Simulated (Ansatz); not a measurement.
`Cc1cc(-c2sc(-c3sc(C#C[Si](C)(C)C)cc3C)cc2C)sc1C#C[Si](C)(C)C`, relaxed as a singlet with RKS r2SCAN-D4/def2-SVP in Ansatz, starting from the GFN2-xTB geometry. Force threshold 0.03 eV/Å.

Single mean-field runs in def2-SVP are fitted with def2-universal-jkfit.

Start:

```xyz
60

C    -1.538    3.017    3.889
C    -0.414    2.149    3.430
C    -0.467    1.320    2.299
C     0.683    0.599    2.068
C     0.937   -0.283    0.979
S    -0.233   -0.372   -0.312
C     0.753   -1.503   -1.195
C     0.317   -1.994   -2.463
S    -1.382   -1.946   -2.857
C    -1.079   -2.660   -4.412
C    -2.100   -2.915   -5.325
C    -2.967   -3.146   -6.141
Si   -4.194   -3.422   -7.503
C    -3.713   -2.235   -8.916
C    -4.067   -5.229   -8.095
C    -5.943   -3.051   -6.845
C     0.261   -2.900   -4.590
C     1.063   -2.524   -3.499
C     2.550   -2.663   -3.519
C     1.900   -1.786   -0.496
C     2.016   -1.110    0.730
C     3.177   -1.299    1.647
S     1.881    0.948    3.282
C     0.804    2.072    4.071
C     1.250    2.792    5.178
C     1.684    3.417    6.123
Si    2.419    4.485    7.449
C     3.438    3.407    8.646
C     3.566    5.743    6.587
C     1.015    5.412    8.342
H    -2.475    2.463    3.862
H    -1.642    3.882    3.233
H    -1.356    3.370    4.902
H    -1.327    1.245    1.656
H    -4.323   -2.392   -9.801
H    -3.827   -1.198   -8.614
H    -2.675   -2.379   -9.202
H    -4.363   -5.926   -7.317
H    -3.051   -5.477   -8.388
H    -4.707   -5.405   -8.955
H    -6.189   -3.693   -6.005
H    -6.026   -2.022   -6.507
H    -6.696   -3.207   -7.612
H     0.652   -3.330   -5.496
H     2.896   -2.735   -4.547
H     2.859   -3.569   -2.996
H     3.027   -1.809   -3.044
H     2.640   -2.487   -0.835
H     2.839   -1.548    2.652
H     3.773   -0.389    1.716
H     3.812   -2.103    1.282
H     4.003    4.019    9.345
H     4.150    2.794    8.101
H     2.809    2.740    9.228
H     3.006    6.380    5.909
H     4.333    5.239    6.007
H     4.066    6.386    7.305
H     1.411    6.133    9.051
H     0.401    5.957    7.631
H     0.364    4.738    8.889
```

(1) Estimate the energy that the relaxation releases and the steps that it takes.

(2) Does the start keep its bonding and symmetry?

(3) Predict the relaxed structure.

Answers

(1) 0.33 eV, in 14 steps; 89 s on 2 threads of AMD EPYC 7R13 on a shared host and a share (18 GiB) of an NVIDIA H100 80GB HBM3. No frequencies were taken in this run, so the end may be a saddle point.

(2) By distances, no bond broke or formed. The bond that changes most is Si27–C29, from 1.91 to 1.88 Å (atoms count from 1).

(3) 
```xyz
60

C    -1.376    3.204    3.657
C    -0.246    2.325    3.221
C    -0.283    1.471    2.096
C     0.886    0.744    1.879
C     1.152   -0.178    0.806
S     0.038   -0.235   -0.539
C     0.938   -1.499   -1.335
C     0.483   -2.041   -2.590
S    -1.201   -1.922   -3.027
C    -0.927   -2.710   -4.561
C    -1.984   -2.921   -5.460
C    -2.915   -3.104   -6.244
Si   -4.305   -3.384   -7.420
C    -4.069   -2.270   -8.914
C    -4.287   -5.188   -7.945
C    -5.912   -2.969   -6.540
C     0.414   -3.052   -4.692
C     1.224   -2.681   -3.593
C     2.701   -2.922   -3.545
C     2.061   -1.824   -0.582
C     2.198   -1.091    0.622
C     3.332   -1.304    1.578
S     2.066    1.129    3.107
C     0.982    2.256    3.888
C     1.386    2.950    5.038
C     1.748    3.569    6.040
Si    2.280    4.496    7.538
C     3.118    3.298    8.718
C     3.479    5.848    7.025
C     0.752    5.244    8.337
H    -2.313    2.631    3.738
H    -1.550    4.014    2.929
H    -1.163    3.664    4.632
H    -1.159    1.373    1.449
H    -4.885   -2.418   -9.643
H    -4.064   -1.208   -8.622
H    -3.116   -2.483   -9.425
H    -4.411   -5.856   -7.078
H    -3.337   -5.449   -8.438
H    -5.106   -5.396   -8.655
H    -6.054   -3.602   -5.649
H    -5.926   -1.917   -6.212
H    -6.773   -3.127   -7.210
H     0.796   -3.550   -5.585
H     3.094   -3.109   -4.555
H     2.955   -3.800   -2.927
H     3.237   -2.058   -3.121
H     2.755   -2.615   -0.867
H     2.975   -1.464    2.608
H     4.014   -0.437    1.606
H     3.922   -2.183    1.282
H     3.458    3.822    9.628
H     3.998    2.827    8.250
H     2.430    2.494    9.026
H     3.006    6.552    6.322
H     4.368    5.424    6.530
H     3.821    6.422    7.903
H     1.026    5.813    9.241
H     0.239    5.933    7.646
H     0.033    4.463    8.632
```
Bond lengths: 18 × C–C 1.23 to 1.50 Å; 8 × C–Si 1.84 to 1.88 Å; 6 × C–S 1.74 to 1.75 Å; 30 × C–H 1.09 to 1.10 Å.
